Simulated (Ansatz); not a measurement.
# A family of molecules: the atomisation energy (no zero-point term)

One atom is swapped for its congeners: CH5BS `BSC`; CH5AlS `C[S][AlH2]`; CH5GaS `C[S][GaH2]`; CH5InS `C[S][InH2]`. All are singlets with charge 0.

Shapes, held fixed at every level: PBE0-D4/def2-TZVP. Programs: Ansatz 0.2.0. Values in eV.

Problem. How should the atomisation energy change along the series?

Solution. At CCSD(T)/def2-TZVPP the atomisation energy falls at every step, from 28.35 to 23.69 eV. Every level shows the same order. For atoms past krypton def2 sets carry core potentials with scalar relativity. Relativity is left out for Ga unless named. Correlated rows may include outer-core shells of Ga, In, which these sets cover unevenly. Spin-orbit coupling, which grows down the group, is left out (summed over each molecule's free atoms 0.03, 0.04, 0.10, 0.21 eV).

```tsv
level	CH5BS	CH5AlS	CH5GaS	CH5InS
HF/def2-TZVPP	22.18	19.62	18.71	17.66
PBE-D4/def2-TZVPP	29.53	26.22	25.48	24.37
PBE0-D4/def2-TZVPP	29.22	26.01	25.27	24.17
wB97M-V/def2-TZVPP	29.24	26.24	25.35	24.37
wB97X-V/def2-TZVPP	29.16	26.27	25.47	24.43
CCSD(T)/def2-TZVPP	28.35	25.49	24.85	23.69
```
